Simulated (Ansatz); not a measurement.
Gas-phase electronic energies from Ansatz, PBE0-D4/def2-TZVP geometries. CBS: MP2 limit from def2 TZ/QZ plus the TZ coupled-cluster correction, frozen cores. This one scheme is used for every species. Functionals use def2-TZVPP. No spin–orbit coupling; open shells (•) take unrestricted orbitals. def2 core potentials past Kr. For Sn outer-core shells are correlated without core-valence functions, which leaves a few kJ/mol of doubt a bond. One conformer a species, not always the lowest.

Reaction (hydrogen abstraction from the Sn–H bond): `[NH2][SnH2][F]` + `[OH]`• → `[NH2][SnH][F]`• + H₂O

| level | ΔE (eV) | difference from CCSD(T)/CBS |
| --- | --- | --- |
| PBE-D4 | -2.33 | -0.30 |
| r2SCAN-D4 | -2.12 | -0.09 |
| PBE0-D4 | -2.06 | -0.03 |
| HF/def2-TZVPP | -1.13 | 0.90 |
| MP2/def2-TZVPP | -2.16 | -0.13 |
| CCSD/def2-TZVPP | -1.84 | 0.19 |
| MP2/def2-QZVPP | -2.23 | -0.20 |
| SCS-MP2/def2-QZVPP | -2.05 | -0.02 |
| HF/CBS(def2) | -1.15 | 0.88 |
| MP2/CBS(def2) | -2.27 | -0.24 |
| CCSD(T)/CBS | -2.03 | 0 |

Largest T1 diagnostic among the species: 0.018.

In def2-TZVPP, CCSD(T) changes the Hartree–Fock value by −0.79 eV (the triples alone add −0.08 eV) and MP2 by −1.03 eV. From PBE to PBE0 (25 % exact exchange), in def2-TZVPP and without D4, ΔE moves by +0.26 eV.
